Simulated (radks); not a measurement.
Results of a calculation; reference values are marked as such.
Task: These are the eigenvalues of the occupied orbitals of an atom or ion with whole-number occupations (hartree). Level of theory: scalar-relativistic Kohn-Sham, PBE, spin-unpolarised, spherical densities, point nucleus (a radial shooting solver on a logarithmic mesh with Libxc functionals).

| orbital | eigenvalue |
|---|---|
| 1s | -768.0535 |
| 2s | -110.5573 |
| 2p | -99.06548 |
| 3s | -20.19495 |
| 3p | -16.42238 |
| 3d | -10.31877 |
| 4s | -3.80984 |
| 4p | -2.77012 |
| 4d | -1.29188 |

Which element is it, and in what charge state? The configuration may be excited.

Result: Z = 43, technetium, charge +3: Tc3+ in [Kr] 4d4. The list shows which subshells hold electrons but not how many an open one holds; the 1s level, -768.05 hartree, gives Z - s = 39.2 by -(Z - s)^2/2, which with screening and relativity narrows Z to a few neighbours, and the depths of the outer levels then fix element, charge and occupations together.
